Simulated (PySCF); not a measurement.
**Pd²⁺: excitation energy**

Pd²⁺ [Kr] 4d8 (3F) → Pd²⁺ [Kr] 4d7 5p1 (high-spin determinant), as a difference of total energies. Calculation: PySCF 2.14, in def2-TZVPPD with the def2 core potential (28 electrons) (6s4p3d2f1g, 56 functions); a scalar-relativistic core potential. Correlated levels: valence: 4s2 4p6 frozen; valence and next inner shell: nothing frozen outside the core potential. The calculations carry no spin-orbit coupling.

```
                                method  excitation energy (cm⁻¹)
                                   UHF                    101790
                                   LDA                    107210
                                   PBE                    106340
                                  PBE0                    107220
                                r2SCAN                    106710
                                  BLYP                    106040
                               r2SCANh                    107010
                                 B97-3                    109920
                                  BP86                    106730
                         MP2 (valence)                    110000
                     SCS-MP2 (valence)                    111750
    MP2 (valence and next inner shell)                    108310
SCS-MP2 (valence and next inner shell)                    108920
```

The determinant of the upper state mixes LS terms, which raises its energy above the lowest term, most at the Hartree-Fock and MP2 levels.
